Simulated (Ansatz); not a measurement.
Consider the formal exchange of groups at a Ge–O bond: `N[SiH2][O][GeH3]` + `CCNC` → `CN[CH2][GeH3]` + `CO[SiH2]N`.

Computed with Ansatz on PBE0-D4/def2-TZVP structures; ΔE is electronic, products minus reactants. CCSD(T)/CBS is the MP2 limit (def2-TZVPP, def2-QZVPP) plus CCSD(T) − MP2 in def2-TZVPP, frozen cores. This one scheme is used for every species. Functionals use def2-TZVPP. B3LYP here is the variant with VWN-RPA as its local correlation; programs differ in this. For Ge outer-core shells are correlated without core-valence functions, which leaves a few kJ/mol of doubt a bond. Scalar relativity is left out up to krypton. One conformer a species, not always the lowest.

`N[SiH2][O][GeH3]`:

Cartesian coordinates in Å:
```
N 2.350 0.454 -0.295
Si 0.690 0.368 -0.671
O -0.233 -0.242 0.536
Ge -1.960 -0.580 0.747
H 2.914 -0.380 -0.263
H 2.697 1.152 0.342
H 0.233 1.752 -0.968
H 0.553 -0.509 -1.864
H -2.100 -1.160 2.159
H -2.744 0.736 0.601
H -2.401 -1.594 -0.323
```

`CCNC`:

Cartesian coordinates in Å:
```
C 0.077 0.356 1.826
C -0.152 0.534 0.340
N 0.349 -0.599 -0.407
C 0.096 -0.501 -1.826
H 1.139 0.212 2.035
H -0.274 1.227 2.383
H -0.462 -0.518 2.204
H 0.379 1.427 -0.011
H -1.225 0.722 0.149
H -0.062 -1.450 -0.042
H 0.442 -1.406 -2.329
H -0.966 -0.346 -2.084
H 0.659 0.341 -2.239
```

`CN[CH2][GeH3]`:

```xyz
13

C    -0.228    1.488   -1.398
N    -0.130    0.153   -0.847
C     0.172    0.142    0.567
Ge    0.308   -1.701    1.233
H     0.751    1.973   -1.349
H    -0.947    2.135   -0.869
H    -0.519    1.434   -2.449
H    -0.988   -0.355   -1.024
H     1.146    0.617    0.725
H    -0.552    0.702    1.184
H     1.530   -2.408    0.627
H    -0.964   -2.474    0.829
H     0.421   -1.706    2.768
```

`CO[SiH2]N`:

Cartesian coordinates in Å:
```
C 0.317 0.753 1.525
O 1.052 0.186 0.468
Si 0.372 -0.804 -0.656
N -0.856 -0.123 -1.625
H -0.438 1.457 1.157
H -0.187 -0.015 2.125
H 1.007 1.296 2.174
H -0.275 -1.952 0.036
H 1.521 -1.192 -1.501
H -1.830 -0.196 -1.388
H -0.683 0.589 -2.314
```

```
             level  ΔE (kJ/mol)  difference from CCSD(T)/CBS
           PBE0-D4        111.4                         -5.2
          B3LYP-D4        113.2                         -3.4
           ωB97X-V        115.6                         -1.0
           ωB97M-V        115.1                         -1.5
     HF/def2-TZVPP        131.3                         14.7
SCS-MP2/def2-TZVPP        123.4                          6.8
     HF/def2-QZVPP        133.0                         16.4
    MP2/def2-QZVPP        122.0                          5.4
     MP2/CBS(def2)        120.7                          4.1
    CCSD/CBS(def2)        118.0                          1.4
       CCSD(T)/CBS        116.6                            0
```

Largest T1 diagnostic among the species: 0.012.

From PBE to PBE0 (25 % exact exchange), in def2-TZVPP and without D4, ΔE moves by +5.4 kJ/mol. In def2-TZVPP, CCSD(T) changes the Hartree–Fock value by −13.0 kJ/mol (the triples alone add −1.4 kJ/mol) and MP2 by −8.9 kJ/mol.
